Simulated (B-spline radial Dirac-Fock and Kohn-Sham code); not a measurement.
# Auger decay of the M1 hole in Yb⁺

System: the Yb⁺ ion, [Xe] 4f13 6s1 6p1 (not the ground configuration).

The computed values come from a B-spline atomic structure program: one-electron (LDA, Dirac) transition rates at Dirac-Fock energies. Kinetic energies are configuration averages from the vacuum level; the two-hole energies are estimated from single-hole states.

```tsv
transition	kinetic energy (eV)	width (meV)	share (%)
M1-M3N3	52.47	1600	10.4
M1-M2O1	–	165	1.1
M1-M2O2	159.8	143	0.9
M1-M2O3	166.8	209	1.4
M1-M2N6	178.0	676	4.4
M1-M2N7	179.4	904	5.9
M1-M3N4	203.7	630	4.1
M1-M3N5	213.3	913	5.9
M1-M4N1	287.0	465	3.0
M1-M5N1	334.7	663	4.3
M1-M3O1	–	180	1.2
M1-M3O2	382.4	156	1.0
M1-M3O3	389.7	197	1.3
M1-M3N6	400.5	2430	15.8
M1-M3N7	402.3	3040	19.8
M1-M5N3	478.5	195	1.3
M1-M4N4	583.6	158	1.0
M1-M4N5	591.9	202	1.3
M1-M5N4	630.1	221	1.4
M1-M5N5	640.3	323	2.1
M1-M4N6	780.5	122	0.8
M1-M5N6	827.5	140	0.9
M1-M5N7	829.5	219	1.4
M1-N1N5	1678.4	154	1.0
```

A dash stands for an energy that rests on an unreliable hole state.

Coster-Kronig rates are the weakest part of this model and often come out 1.5 to 2.5 times too large. The listed channels hold 92 % of the non-radiative rate. Summed by principal shells, of 15.4 eV in all: MMN 86.0 %, MMO 7.9 %, MNN 5.1 %, MNO 0.6 %, MMP 0.3 %.
